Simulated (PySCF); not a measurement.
## How methods differ on the ionisation energy of Cr

Cr [Ar] 3d5 4s1 (7S) → Cr⁺ [Ar] 3d5 (6S), as a difference of total energies. All numbers are calculated (PySCF 2.14, the non-relativistic Hamiltonian (point nucleus), in 6-31G* (5s4p2d1f, 34 functions)). Correlated levels: valence: [Ar] frozen. The calculations carry no spin-orbit coupling.

```tsv
method	ionisation energy (eV)
UHF	5.459
TPSS	6.139
MN15	5.859
MP2 (valence)	5.644
SCS-MP2 (valence)	5.521
```

Q: How much does correlation contribute at MP2 (valence)?

A: 5.644 − (5.459) = 0.185 eV, measured against UHF.

These non-relativistic numbers lack the scalar-relativistic shift.

Errors of the correlated levels include the incompleteness of this basis and the frozen core.

For comparison: 6.767 eV (measured; NIST Atomic Spectra Database, ionization energies).
